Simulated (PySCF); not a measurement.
Bi(Et)(OH)2 (C₂H₇BiO₂), SMILES [Bi]([CH2]C)([OH])[OH].

Geometry optimised at B3LYP-D3(BJ)/def2-SVP. The structure was generated by enumeration; whether it is a known compound was not checked. The def2 effective core potentials stand for the cores of Bi; spin–orbit coupling is left out. The values are those of a single conformer.

These are PySCF with B3LYP-D3(BJ)/def2-SVP values and carry that method's errors.

Frequencies are harmonic and unscaled.

Computed vibrational spectrum:
| mode | ν (cm⁻¹) | IR (km/mol) | moving atoms (share of kinetic energy) |
|---|---|---|---|
| 1 | 41 | 21.0 | H 46 %, O 28 %, C 25 % |
| 2 | 100 | 31.0 | H 43 %, O 42 %, C 13 % |
| 3 | 137 | 12.9 | O 39 %, H 38 %, C 19 % |
| 4 | 163 | 9.4 | O 66 %, C 20 %, H 12 % |
| 5 | 209 | 40.9 | H 51 %, O 40 % |
| 6 | 245 | 42.3 | H 71 %, C 13 %, O 11 % |
| 7 | 257 | 46.4 | H 64 %, C 26 % |
| 8 | 272 | 30.1 | H 65 %, C 26 % |
| 9 | 437 | 19.2 | C 71 %, H 24 % |
| 10 | 535 | 79.1 | O 90 %, Bi 8 % |
| 11 | 550 | 44.8 | O 91 % |
| 12 | 659 | 16.2 | H 83 %, C 17 % |
| 13 | 823 | 51.3 | H 93 % |
| 14 | 853 | 36.2 | H 92 % |
| 15 | 928 | 1.5 | H 92 % |
| 16 | 952 | 9.3 | H 85 %, C 15 % |
| 17 | 1038 | 6.3 | C 76 %, H 24 % |
| 18 | 1180 | 19.4 | H 68 %, C 32 % |
| 19 | 1240 | 0.3 | H 75 %, C 25 % |
| 20 | 1390 | 3.7 | H 82 %, C 18 % |
| 21 | 1439 | 0.8 | H 89 %, C 11 % |
| 22 | 1471 | 8.7 | H 97 % |
| 23 | 1480 | 3.3 | H 96 % |
| 24 | 3011 | 35.4 | H 97 % |
| 25 | 3040 | 17.6 | H 95 % |
| 26 | 3075 | 23.8 | H 91 %, C 9 % |
| 27 | 3098 | 9.0 | H 90 %, C 10 % |
| 28 | 3113 | 21.4 | H 91 %, C 9 % |
| 29 | 3800 | 34.4 | H 94 % |
| 30 | 3801 | 26.2 | H 94 % |
